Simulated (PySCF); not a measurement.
**Name the molecule from its bond curve**

A diatomic of charge -1 contains Ga. Its doublet curve at PBE in a double-zeta basis (no relativity, PySCF), in eV from the separated fragments:

(R (Å), E (eV)): (2.708, -0.965), (2.834, -1.042), (2.960, -1.082), (3.054, -1.095), (3.149, -1.096), (3.244, -1.089), (3.369, -1.071), (3.527, -1.037), (3.716, -0.989), (3.968, -0.920)

The fit gives ωe = 128 cm⁻¹ and the rotational constant Bₑ = 0.1007 cm⁻¹.

Task: Which atom is the partner?

Result: The minimum lies at 3.116 Å, so the reduced mass is 16.8576 u Å² cm⁻¹/(Bₑ·Re²) = 17.24 u. With Ga at 68.93 u the partner weighs about 23.0 u: Na. The molecule is NaGa⁻.

⟨S²⟩ is raised (this molecule 0.96), so spin contamination touches these numbers. Spin–orbit coupling is left out. The highest Kohn–Sham level is positive in this anion. Much of that is self-interaction error, but it also means that the finite basis helps to hold the extra electron. The state is the lowest determinant that a PBE0 search found; another state may lie lower at other levels.
